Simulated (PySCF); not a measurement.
**Working with the constants of CsHg**

LDA constants of CsHg, ²Σ⁺ (doublet), unpaired electrons σ ↑ (PySCF, scalar-relativistic core potentials, basis sets Cs def2-SVP with ECP46, Hg def2-SVP with ECP60; masses 132.9054 and 201.9706 u):

```
ωe              : 32.9 cm⁻¹
ωexe            : 0.245 cm⁻¹
Be              : 0.013272 cm⁻¹
αe              : 0.000111 cm⁻¹
D (centrifugal) : 8.65e-09 cm⁻¹
De to Cs + Hg   : 0.155 eV
```

Give the vibrational terms G(v) and spacings up to v = 6.

G(v) = ωe(v+½) − ωexe(v+½)².

```
v  G(v) (cm⁻¹)  G(v) − G(v−1)  Bv (cm⁻¹)
0         16.4                   0.01322
1         48.8           32.4    0.01311
2         80.7           31.9    0.01299
3        112.1           31.4    0.01288
4        143.1           30.9    0.01277
5        173.5           30.5    0.01266
6        203.5           30.0    0.01255
```

How well does the Morse estimate ωe²/(4ωexe) reproduce De, and what is D0?

It gives 0.137 eV, 88 % of the computed De. D0 = De − G(0) = 0.155 − 0.002 = 0.153 eV.

The bond is weak. Basis-set superposition, not corrected here, can be much of De in a small basis, most of all at correlated wavefunction levels. Functionals without a dispersion term scatter widely for such bonds, and LDA overbinds them. Spin–orbit coupling is left out. The state is the lowest determinant that a PBE0 search found; another state may lie lower at other levels.
